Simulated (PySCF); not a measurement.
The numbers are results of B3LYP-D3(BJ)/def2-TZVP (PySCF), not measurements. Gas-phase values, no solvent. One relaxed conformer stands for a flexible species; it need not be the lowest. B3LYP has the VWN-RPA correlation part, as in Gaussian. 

Reference species (SMILES): `[H]/B=[SiH]\B` (neutral, multiplicity 1).

```yaml
S1 oscillator strength: 0.000
HOMO: -6.09 eV
```

Changed species: `BB=[SiH2]`.

### Question
Predict the effect on the S1 oscillator strength and HOMO.

### Answer
the S1 oscillator strength hardly moves; the HOMO drops by 0.06 eV, to -6.15 eV.
